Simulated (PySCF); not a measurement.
An unknown shows these calculated signals:

¹H NMR (300 MHz, computed): δ 6.46 (d, 1H), 4.77 (m, 1H), 4.64 (t, 1H), 3.00 (m, 2H), 2.00 (q, 2H), 1.14 (t, 3H).

¹³C{¹H} NMR (computed): δ 161.3 (C), 148.4 (CH), 105.8 (CH), 101.0 (CH), 33.4 (CH2), 25.9 (CH2), 15.9 (CH3).

- σ from GIAO-PBE0/pcSseg-1
- GFN2-xTB structure
- code: PySCF
- averaged over atoms made equivalent by symmetry, fast rotation or ring inversion, no solvent, a single conformation, relativity neglected

Referencing at the same level of theory: ¹H (31.72 ppm) and ¹³C (186.93 ppm) against TMS.

Q: Which of these does the molecule contain: a nitrile, a heteroaromatic ring, an N-methyl group, a non-aromatic C=C double bond, a CH3CH2 unit?

A: 
- A nitrile: no.
- A heteroaromatic ring: no.
- An N-methyl group: no.
- A non-aromatic C=C double bond: yes.
- A CH3CH2 unit: yes (δC 15.9, 33.4; δH 1.14 (t), 2.00 (q)).

The data belong to `InChI=1S/C7H10O/c1-2-7-5-3-4-6-8-7/h4-6H,2-3H2,1H3`; they needn't prove each group on their own.

Carbon signals by region: 1 in the far downfield region (above 160 ppm), 3 in the sp2 and nitrile region (100–160 ppm), 3 below 50 ppm. Above 160 ppm: 161.3, alkene carbon bearing oxygen.

Shifts are as computed. Against solution values, carbons near 30 ppm lie about +3 ppm off and those near 130 ppm about +5 ppm. Of 1309 compounds with measured shifts, 239 miss one by over three times the rms of a fit or turn the order of signals round; such compounds aren't used in these exercises. Multiplicities follow the n + 1 count of equivalent neighbours, as no J values were calculated; m marks all less simple cases, F and P coupling included.
